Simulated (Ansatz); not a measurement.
Program: Ansatz. Geometries: PBE0-D4/def2-TZVP. ΔE: electronic, gas phase. CCSD(T)/CBS is the MP2 limit (def2-TZVPP, def2-QZVPP) plus CCSD(T) − MP2 in def2-TZVPP, frozen cores. Functionals use def2-TZVPP. B3LYP here is the variant with VWN-RPA as its local correlation; programs differ in this. Each species was taken in one conformer, which may not be the lowest.

`C[O][Al]([OH])[SH]` + `[F][Al]([SH])[Cl]` → `[OH][Al]([SH])[SH]` + `C[O][Al]([F])[Cl]`  (redistribution)

```tsv
species	B3LYP energy (Eh)
`C[O][Al]([OH])[SH]`	-832.48468
`[F][Al]([SH])[Cl]`	-1201.59930
`[OH][Al]([SH])[SH]`	-1116.12469
`C[O][Al]([F])[Cl]`	-917.95997
```

(1) Work out ΔE.

(2) What do rigid-rotor, harmonic-oscillator terms from PBE0-D4/def2-TZVP frequencies (298.15 K, 1 bar) make of the CCSD(T)/CBS value? (Best estimate.)

Largest T1 diagnostic among the species: 0.012.

## Answers

(1) ΔE = (-1116.12469) + (-917.95997) − (-832.48468) − (-1201.59930) = -0.00068 Eh = -0.4 kcal/mol. CCSD(T)/CBS gives -0.7 kcal/mol.

(2) The calculation gave: ΔZPE = 0.0 kcal/mol, ΔH = -0.6 kcal/mol, ΔS = 0 J/(mol·K), ΔG = -0.6 kcal/mol.

Leaving LDA and LC-ωPBE aside and taking each functional with its dispersion term where it has one, the values, not all of them listed here, spread over 0.4 kcal/mol, from BHLYP-D4 to PBE-D4.
